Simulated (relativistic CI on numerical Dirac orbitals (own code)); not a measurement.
# d1 to d9 in one octahedral field

Computed with a parametric ligand-field model without spin-orbit coupling, by exact diagonalisation: B = 850, C = 3850, 10Dq = 19900 cm⁻¹ (Oh; |10Dq|/B = 23.4) for every shell. Energies in cm⁻¹; the field energy is (0.6 n_e − 0.4 n_t2) × 10Dq of the ground term; g labels are left out.

```tsv
Shell	Ground term	Electrons in e	Field energy	First spin-allowed bands	Lowest term of other spin
d1	2T2	0.000	-7960	2E 19900	
d2	3T1	0.031	-15301	3T2 18264, 3T1 29378	1T2 13269
d3	4A2	0.000	-23880	4T2 19900, 4T1 28255	2E 17784
d4	5E	1.000	-11940	5T2 19900	3T1 2870
d5	6A1	2.000	0	none	2T2 8411
d6	1A1	0.063	-46502	1T1 17635, 1T2 27757	5T2 7223
d7	2E	1.049	-34854	2T1 17447, 2T2 18220	4T1 1750
d8	3A2	2.000	-23880	3T2 19900, 3T1 28255	1E 14288
d9	2E	3.000	-11940	2T2 19900
```

Low spin: d6, d7; the other shells keep the spin of the free ion. Only d4 to d7 can choose; the field needed to pair spins is smallest for d6 and largest for d5, which loses most exchange energy. In the strong-field picture 10Dq must exceed about 6B + 5C = 24350 (d4), 7.5B + 5C = 25625 (d5), 2.5B + 4C = 17525 (d6) and 4B + 4C = 18800 (d7); mixing of terms shifts these bounds somewhat.
